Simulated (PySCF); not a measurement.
Vertical excitations of a molecule C₄H₁₁NSi from PySCF with TDA-ωB97X/def2-SVPD, as energy in eV (oscillator strength): 4.53 (0.003), 7.05 (0.115), 7.33 (0.001), 7.56 (0.294), 7.83 (0.062), 7.98 (0.086). Lowest triplet (TDA): 3.70 eV. Coordinates come from a r2SCAN-D4/def2-SVP optimisation. The values are those of a single conformer.

### Question
Which structure fits?
A) C=C[SiH2][C@H](C)N
B) CN[SiH]1CCC1
C) CC/N=C(\C)[SiH3]
D) C=CCN(C)[SiH3]

### Answer
C, CC/N=C(\C)[SiH3]
